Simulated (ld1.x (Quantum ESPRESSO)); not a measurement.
# PBEsol PAW dataset for Tb (Z = 65), scalar-relativistic all-electron reference.

ld1.x (Quantum ESPRESSO) 7.5 input, shortened:

```
&input
   title='Tb', zed=65., rel=1, dft='PBESOL', iswitch=3,
   config='[Xe] 4f8 5d0 6s0 6p0'
 /
 &inputp
   pseudotype=3, lpaw=.true., tm=.true., lloc=-1, rcloc=0.75,
   nlcc=.true., rcore=0.50,
   which_augfun='PSQ', rmatch_augfun_nc=.true.
 /
8
5S  1  0   2.00   0.00  1.65  2.05  0.0
6S  2  0   0.00   0.00  1.65  2.05  0.0
5P  2  1   6.00   0.00  0.50  0.70  0.0
6P  3  1   0.00   0.00  0.50  0.70  0.0
5D  3  2   0.00   0.00  1.70  2.15  0.0
5D  3  2   0.00  -1.10  1.70  2.15  0.0
4F  4  3   8.00   0.00  0.85  1.00  0.0
4F  4  3   0.00  -0.15  0.85  1.00  0.0
 &test
   configts(1)='4f8 5s2 5p6 5d0 6s0 6p0'
 /
```

All-electron outer shells of the reference configuration (PBEsol, scalar-relativistic, ld1.x):

```csv
shell,level (eV),outermost node (bohr),outermost maximum (bohr)
4p,-312.56,0.28,0.53
4d,-179.08,0.26,0.55
5s,-76.54,0.64,1.16
5p,-52.78,0.69,1.32
4f,-34.27,–,0.55
5d,-24.74,0.77,1.78
6s,-22.63,1.53,2.82
6p,-17.12,1.78,3.36
```

Question: Does the generator finish with these settings?

Answer: No. ld1.x (Quantum ESPRESSO) 7.5 stopped with "run_pseudo: Errors in PS-KS equation": the pseudo-atom solver did not find the valence states with the expected number of nodes, which is the usual sign of a ghost state. Before that it printed "Warning: n=2, l=1 expected 0 nodes, found 1".
